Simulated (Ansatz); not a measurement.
`C/C(Cl)=C/F` + `OB(Cl)Cl` → `COB(Cl)Cl` + `F/C=C/Cl`  (substitution at a C–C bond)

Isolated molecules relaxed with PBE0-D4/def2-TZVP in Ansatz; ΔE leaves out vibrations. CCSD(T)/CBS is the MP2 limit (def2-TZVPP, def2-QZVPP) plus CCSD(T) − MP2 in def2-TZVPP, frozen cores. This one scheme is used for every species. Double bonds are as drawn, so ΔE can hold a change between cis and trans. Functionals use def2-TZVPP. B3LYP here is the variant with VWN-RPA as its local correlation; programs differ in this. Each species was taken in one conformer, which may not be the lowest.

```
             level  ΔE (kJ/mol)  difference from CCSD(T)/CBS
            PBE-D4         71.7                         -1.2
         r2SCAN-D4         74.2                          1.3
           PBE0-D4         73.6                          0.7
          B3LYP-D4         66.2                         -6.7
           ωB97X-V         68.4                         -4.5
           ωB97M-V         71.2                         -1.7
            B2PLYP         68.7                         -4.2
               PBE         70.7                         -2.2
            r2SCAN         74.1                          1.2
              PBE0         72.9                          0.0
             B3LYP         64.5                         -8.4
     HF/def2-TZVPP         61.3                        -11.6
    MP2/def2-TZVPP         78.4                          5.5
SCS-MP2/def2-TZVPP         71.7                         -1.2
   CCSD/def2-TZVPP         70.3                         -2.6
CCSD(T)/def2-TZVPP         71.1                         -1.8
     HF/def2-QZVPP         61.2                        -11.7
    MP2/def2-QZVPP         79.5                          6.6
SCS-MP2/def2-QZVPP         72.8                         -0.1
      HF/CBS(def2)         61.2                        -11.7
     MP2/CBS(def2)         80.3                          7.4
    CCSD/CBS(def2)         72.1                         -0.8
       CCSD(T)/CBS         72.9                            0
```

Largest T1 diagnostic among the species: 0.012.

In def2-TZVPP, CCSD(T) changes the Hartree–Fock value by +9.7 kJ/mol (the triples alone add +0.8 kJ/mol) and MP2 by +17.1 kJ/mol.
